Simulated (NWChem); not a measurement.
**Which level was it?**

GeH3F: 5 atoms, total charge 0, spin state singlet. SMILES: `[F][GeH3]`. Geometry: relaxed at PBE0-D4/def2-TZVP.

```xyz
5

F    -1.0465    0.4743    1.1622
Ge    0.0682   -0.0416   -0.0728
H     1.3310   -0.5120    0.6586
H    -0.6278   -1.1780   -0.8312
H     0.3251    1.1836   -0.9581
```

Orbital energies are those of the mean-field step.

A calculation with NWChem 7.3.0 gave:

The total energy is -2176.9307 Eh and the HOMO energy is -13.23 eV. The LUMO energy is 1.01 eV and the HOMO–LUMO gap is 14.24 eV.

Q: Which of these levels gave the numbers?
A. BLYP/aug-cc-pVDZ
B. CCSD(T)/aug-cc-pVDZ
C. CCSD/aug-cc-pVDZ
D. PBE/aug-cc-pVDZ

A: B. The others give -2178.2292 Eh (PBE/aug-cc-pVDZ), -2176.9218 Eh (CCSD/aug-cc-pVDZ), -2178.6874 Eh (BLYP/aug-cc-pVDZ).
